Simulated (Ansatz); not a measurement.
Stepwise reaction of `[F][Sn]([F])([Cl])[Cl]` with hydrogen, as a gas-phase model of exchange steps in deposition or etching. ΔE in kJ/mol; ΔG adds harmonic PBE0-D4 terms to CCSD(T)/CBS, at 1 bar.

Isolated molecules relaxed with PBE0-D4/def2-TZVP in Ansatz; ΔE leaves out vibrations. CCSD(T)/CBS adds triple-zeta CCSD(T) − MP2 to the extrapolated MP2 energy (def2 sets, frozen cores). This one scheme is used for every species. DFT in def2-TZVPP. B3LYP here is the variant with VWN-RPA as its local correlation; programs differ in this. def2 core potentials past Kr. For Sn outer-core shells are correlated without core-valence functions, which leaves a few kJ/mol of doubt a bond.

| step | reaction | PBE-D4 | B3LYP-D4 | ωB97M-V | CCSD(T)/CBS | ΔG(500 K) |
| --- | --- | --- | --- | --- | --- | --- |
| 2 | `[F][SnH]([Cl])[Cl]` + H₂ → `[Cl][SnH2][Cl]` + H–F | 35.1 | 35.8 | 32.3 | 31.6 | 33.8 |

Give the row of step 1, `[F][Sn]([F])([Cl])[Cl]` + H₂ → `[F][SnH]([Cl])[Cl]` + H–F. (An estimate is asked.)

Ansatz gave: 
```
step                                                    reaction  PBE-D4  B3LYP-D4  ωB97M-V  CCSD(T)/CBS  ΔG(500 K)
   1  `[F][Sn]([F])([Cl])[Cl]` + H₂ → `[F][SnH]([Cl])[Cl]` + H–F    18.6      19.0     16.3         16.4       12.4
```

By hand: ΔE of the 2 steps together at CCSD(T)/CBS.

(16.4) + (31.6) = 48.0 kJ/mol, or 24.0 kJ/mol a step.

In ΔE each step is higher than the one before. All are uphill at CCSD(T)/CBS. ΔG lies between 12.4 and 33.8 kJ/mol a step. PBE-D4 differs from CCSD(T)/CBS by 2.2 to 3.5 kJ/mol a step. Isolated molecules leave out the surface, adducts and barriers. Largest T1 diagnostic: 0.013.
